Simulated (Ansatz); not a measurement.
Geometry optimisation of CH3BBrInO, SMILES `Br[B]1O[CH2][InH]1`.

```yaml
crystal:
  periodic: [false, false, false]
  atoms:
    - {symbol: Br, position_ang: [-3.040940, -0.828160, -1.138470]}
    - {symbol: B, position_ang: [-1.370650, -0.428070, -0.443400]}
    - {symbol: O, position_ang: [-0.638690, 0.584930, -0.657580]}
    - {symbol: C, position_ang: [0.610980, 0.984040, -0.182240]}
    - {symbol: In, position_ang: [0.619980, -1.200070, 1.100770]}
    - {symbol: H, position_ang: [1.284810, 1.119360, -1.032270]}
    - {symbol: H, position_ang: [0.498810, 1.934630, 0.345760]}
    - {symbol: H, position_ang: [2.035690, -2.166660, 2.007430]}
basis:
  gaussian: {orbitals: def2-TZVP}
hamiltonian: {xc: pbe0, dispersion: d4}
relax: {f_tol: 0.005, max_steps: 150}
```

```sh
$ ansatz run in.yaml --threads 4 --pin off --events-out ev --progress --plain --max-ram 10444MiB
```

Output, abridged:

```
Functional definition: PBE0
mean field -79017.69030376 eV, -2903.8465585491 hartree, gradient 5.1e-5 eV, S^2 0.000000; 0 other end points of the search recorded, 0 dependent functions left out
relax step   1: F+E_penalty+E_count = -79017.88127820 eV  Δ(F+E_penalty+E_count) = +0.000e0 eV  max|allowed force component| = 2.125e0 eV/Å  Δτ_max = 0.0000 Å  (32 SCF iters, accepted)
mean field -79018.19057326 eV, -2903.8649431139 hartree, gradient 1.2e-5 eV, S^2 0.000000; 0 other end points of the search recorded, 0 dependent functions left out
relax step   2: F+E_penalty+E_count = -79018.36664072 eV  Δ(F+E_penalty+E_count) = -4.854e-1 eV  max|allowed force component| = 1.859e0 eV/Å  Δτ_max = 0.1949 Å  (39 SCF iters, accepted)
mean field -79018.60943035 eV, -2903.8803358282 hartree, gradient 1.3e-5 eV, S^2 0.000000; 0 other end points of the search recorded, 0 dependent functions left out
relax step   3: F+E_penalty+E_count = -79018.78507513 eV  Δ(F+E_penalty+E_count) = -4.184e-1 eV  max|allowed force component| = 9.912e-1 eV/Å  Δτ_max = 0.1957 Å  (38 SCF iters, accepted)
mean field -79018.64601878 eV, -2903.8816804283 hartree, gradient 9.7e-6 eV, S^2 0.000000; 0 other end points of the search recorded, 0 dependent functions left out
relax step   4: F+E_penalty+E_count = -79018.82219210 eV  Δ(F+E_penalty+E_count) = -3.712e-2 eV  max|allowed force component| = 1.129e0 eV/Å  Δτ_max = 0.1772 Å  (39 SCF iters, accepted)
mean field -79018.67949825 eV, -2903.8829107759 hartree, gradient 2.1e-5 eV, S^2 0.000000; 0 other end points of the search recorded, 0 dependent functions left out
relax step   5: F+E_penalty+E_count = -79018.85560251 eV  Δ(F+E_penalty+E_count) = -3.341e-2 eV  max|allowed force component| = 1.255e-1 eV/Å  Δτ_max = 0.0558 Å  (32 SCF iters, accepted)
mean field -79018.68131169 eV, -2903.8829774186 hartree, gradient 9.5e-6 eV, S^2 0.000000; 0 other end points of the search recorded, 0 dependent functions left out
relax step   6: F+E_penalty+E_count = -79018.85738642 eV  Δ(F+E_penalty+E_count) = -1.784e-3 eV  max|allowed force component| = 4.951e-2 eV/Å  Δτ_max = 0.0108 Å  (34 SCF iters, accepted)
mean field -79018.68145171 eV, -2903.8829825644 hartree, gradient 9.5e-6 eV, S^2 0.000000; 0 other end points of the search recorded, 0 dependent functions left out
relax step   7: F+E_penalty+E_count = -79018.85754991 eV  Δ(F+E_penalty+E_count) = -1.635e-4 eV  max|allowed force component| = 1.036e-2 eV/Å  Δτ_max = 0.0062 Å  (36 SCF iters, accepted)
mean field -79018.68142721 eV, -2903.8829816639 hartree, gradient 9.4e-6 eV, S^2 0.000000; 0 other end points of the search recorded, 0 dependent functions left out
relax step   8: F+E_penalty+E_count = -79018.85754269 eV  Δ(F+E_penalty+E_count) = +7.218e-6 eV  max|allowed force component| = 1.172e-2 eV/Å  Δτ_max = 0.0031 Å  (35 SCF iters, rejected (line search))
mean field -79018.68146230 eV, -2903.8829829536 hartree, gradient 9.4e-6 eV, S^2 0.000000; 0 other end points of the search recorded, 0 dependent functions left out
relax step   9: F+E_penalty+E_count = -79018.85756855 eV  Δ(F+E_penalty+E_count) = -1.864e-5 eV  max|allowed force component| = 2.092e-3 eV/Å  Δτ_max = 0.0015 Å  (35 SCF iters, accepted)
mean field -79018.68146230 eV, -2903.8829829536 hartree, gradient 9.4e-6 eV, S^2 0.000000; 1 other end points of the search recorded, 0 dependent functions left out
Total energy: -79018.85760905 eV, -2903.8894562273 hartree
Atom 0 at    -2.949740    -1.009696    -0.973702 Å, force    -0.000200     0.000259    -0.000411 eV/Å
Atom 1 at    -1.211665    -0.484440    -0.364172 Å, force     0.000843     0.000981    -0.000054 eV/Å
Atom 2 at    -0.689393     0.699775    -0.712628 Å, force    -0.001988    -0.001316     0.000441 eV/Å
Atom 3 at     0.642365     0.924561    -0.151608 Å, force     0.000750    -0.000236     0.002092 eV/Å
Atom 4 at     0.613716    -1.068203     0.863621 Å, force     0.000747    -0.000872    -0.001434 eV/Å
Atom 5 at     1.331937     1.087783    -0.981617 Å, force    -0.000227     0.000035    -0.000174 eV/Å
Atom 6 at     0.600580     1.829735     0.456687 Å, force     0.000507     0.000368    -0.000981 eV/Å
Atom 7 at     1.662190    -1.979515     1.863419 Å, force    -0.000432     0.000780     0.000522 eV/Å
Dipole moment:     0.496313    -0.068042     0.287847 e Å
```

Run time 40 s (4 threads of an Arm Neoverse V2 on a shared host); peak host memory 0.69 GiB.
